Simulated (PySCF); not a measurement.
## Computed properties of InH2Br, SMILES [Br][InH2]

InH2Br, SMILES [Br][InH2]. The structure is a stationary point at PBE0-D3(BJ)/def2-TZVP. The def2 effective core potentials stand for the cores of In; spin–orbit coupling is left out. Other conformers were not sampled. All values are computed for the isolated molecule unless a solvent is named; none is compared with measurement here.

**Structure.** The optimised structure has C2v symmetry. All 6 harmonic modes at PBE0-D3(BJ)/def2-TZVP (PySCF) are real, so it is a minimum.

**Vibrations.** The strongest infrared lines (harmonic, unscaled, degenerate partners summed) lie at 1880 cm⁻¹ (223 km/mol, H 99 %), 571 cm⁻¹ (192 km/mol, H 99 %), 537 cm⁻¹ (87 km/mol, H 97 %). The softest mode is at 247 cm⁻¹ and the zero-point energy is 7.9 kcal/mol.

**Electronic structure.** PBE0/def2-TZVPD (PySCF) places the frontier levels at -7.85 and -2.05 eV, a gap of 5.80 eV, and gives a dipole moment of 2.72 D and a mean polarisability of 61.5 bohr³.

**Excitations.** TDDFT-M06-2X/def2-SVPD (PySCF) has S1 at 4.68 eV (265 nm, f = 0.000, dark); the most intense of the 10 singlets computed lies at 7.60 eV (f = 0.55). T1 (TDA) is at 4.50 eV. No vertical singlet excitation falls in the visible range (under 3.1 eV).
